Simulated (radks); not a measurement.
Spherical jellium clusters: N electrons in a uniform positive sphere of charge N and radius rs N^(1/3), rs = 5.87 bohr. Method: non-relativistic Kohn-Sham, LDA (Slater exchange, Perdew-Wang correlation), spin-polarised, spherical densities; computed with a radial shooting solver with Libxc functionals. Levels are named by radial order and angular momentum (1s, 1p, 1d, 2s, ...), and open shells are averaged over m.

N = 10, configuration 1s2 1p6 1d(up 2, down 0). This is the lowest configuration that the search found. Occupied and some empty levels:

| level | occupation | eigenvalue (eV) | <r> (bohr) |
|---|---|---|---|
| 1s up | 1 | -3.1450 | 8.355 |
| 1s down | 1 | -3.0213 | 8.157 |
| 1p up | 3 | -2.6419 | 9.631 |
| 1p down | 3 | -2.4922 | 9.589 |
| 1d up | 2 | -1.9705 | 10.68 |
| 1d down | 0 | -1.8148 | 10.73 |
| 2s up | 0 | -1.5279 | 9.226 |
| 2s down | 0 | -1.4586 | 9.349 |
| 1f up | 0 | -1.1867 | 11.73 |
| 1f down | 0 | -1.0391 | 11.88 |
| 2p up | 0 | -0.78073 | 12.02 |
| 2p down | 0 | -0.70828 | 12.22 |

Energy (eV): total -16.8343, kinetic 9.0528, external -257.02, Hartree 128.28, exchange-correlation -26.250, background 129.10.

Electron density:

| r (bohr) | n(r) (e/bohr^3) |
|---|---|
| 0.398 | 0.0005788 |
| 1.40 | 0.0006385 |
| 2.40 | 0.0007591 |
| 3.40 | 0.0009275 |
| 4.40 | 0.001123 |
| 5.40 | 0.001315 |
| 6.41 | 0.001466 |
| 7.41 | 0.001534 |
| 8.41 | 0.001482 |
| 9.41 | 0.001298 |
| 10.4 | 0.001014 |
| 11.4 | 0.0006977 |
| 12.4 | 0.0004215 |
| 13.4 | 0.0002273 |
| 14.4 | 0.0001119 |
| 15.4 | 0.00005225 |
| 16.4 | 0.00002334 |
| 17.4 | 0.00001011 |
| 18.4 | 4.283e-06 |
| 19.4 | 1.787e-06 |
